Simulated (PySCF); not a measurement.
## ZrOCl₂: double against triple zeta

Base calculation in PySCF with density fitting and no spin–orbit coupling, PBE0/def2-SVP (scalar-relativistic core potentials): singlet, Cs, Zr–Cl 2.380 Å (×2), Zr–O 1.724 Å; Cl–Zr–Cl 124.5°, Cl–Zr–O 113.4° (×2); wavenumbers 60, 107, 198, 369, 428, 1002 cm⁻¹; dipole moment 3.02 D, gap between the highest occupied and lowest empty levels 5.54 eV, polar-tensor charge of Zr 2.19 e, atomisation energy (no zero-point energy) 1732 kJ/mol.

Question: What changes on going to PBE0/def2-TZVP (scalar-relativistic core potentials)?

Answer: The point group stays the same. Changes: mean bond to Zr -0.004 Å, smallest bond angle -0.6 degrees, highest wavenumber -7 cm⁻¹, lowest wavenumber +1 cm⁻¹, dipole moment +0.33 D, gap between the highest occupied and lowest empty levels +0.05 eV, polar-tensor charge of Zr +0.05 e, atomisation energy (no zero-point energy) -25 kJ/mol. The new structure has Zr–Cl 2.374 Å (×2), Zr–O 1.723 Å; Cl–Zr–Cl 123.1°, Cl–Zr–O 112.8° (×2), with wavenumbers 61, 115, 200, 369, 423, 995 cm⁻¹. The larger basis shortens the bonds, as added polarisation functions usually do.

Each species is the lowest minimum found with this bonding; other isomers or fragments can lie lower.
